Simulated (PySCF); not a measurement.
Relaxation of singlet MnH7

All numbers come from PBE0 in PySCF with Mn def2-TZVP, H def2-TZVP; no relativity; density-fitted integrals. A (50,194) grid was used.

A start displaced from a saddle point along its imaginary mode, with no symmetry imposed:

```xyz
8
charge 0 multiplicity 1, angstrom
Mn    0.0035    0.0352    0.0569
H    -0.0289   -0.9374    1.2984
H     1.1487   -0.5722   -0.9133
H    -0.4612    1.1053   -1.1146
H    -1.0534   -1.1045   -0.2334
H     0.4073    1.2793   -0.9760
H    -1.1883   -0.5335   -0.8934
H     0.9870   -1.1555   -0.2700
```

Q: What forces act on the atoms at the start (eV/Å)?

A: 
| atom | Fx | Fy | Fz |
| --- | --- | --- | --- |
| Mn1 | 0.00 | 0.08 | -0.07 |
| H2 | 0.00 | 0.00 | -0.02 |
| H3 | 0.01 | 0.00 | -0.01 |
| H4 | 0.36 | 0.00 | 0.11 |
| H5 | 0.00 | 0.02 | 0.00 |
| H6 | -0.36 | -0.13 | 0.00 |
| H7 | 0.00 | 0.01 | -0.01 |
| H8 | 0.00 | 0.02 | -0.01 |

Q: What does it relax to?

A: It ends at C1 with H–H 0.868 Å, H–H 0.886 Å (×2), Mn–H 1.576 Å, Mn–H 1.579 Å, Mn–H 1.582 Å, Mn–H 1.615 Å, Mn–H 1.627 Å, Mn–H 1.645 Å, Mn–H 1.670 Å; H–H–Mn 71.2°, H–H–Mn 71.7°, H–H–Mn 73.2°, H–H–Mn 76.2°, H–H–Mn 76.4°, H–H–Mn 76.7°, H–Mn–H 30.4°, H–Mn–H 32.1° (×2), H–Mn–H 64.0°, H–Mn–H 71.4°, H–Mn–H 73.9°, H–Mn–H 80.9°, H–Mn–H 85.3° (×2), H–Mn–H 88.7°, H–Mn–H 94.0°, H–Mn–H 94.4°, H–Mn–H 95.5°, H–Mn–H 97.2°, H–Mn–H 103.4°, H–Mn–H 106.0°, H–Mn–H 112.0°, H–Mn–H 116.1°, H–Mn–H 125.8°, H–Mn–H 161.3°, H–Mn–H 163.4°. No frequency check is given, so it may be a saddle point.

Q: How much energy is released, and in how many steps?

A: 1.0 kJ/mol in 13 steps.

Stability towards spin polarisation was not tested.

The relaxation took about 60 core-seconds on a shared host.
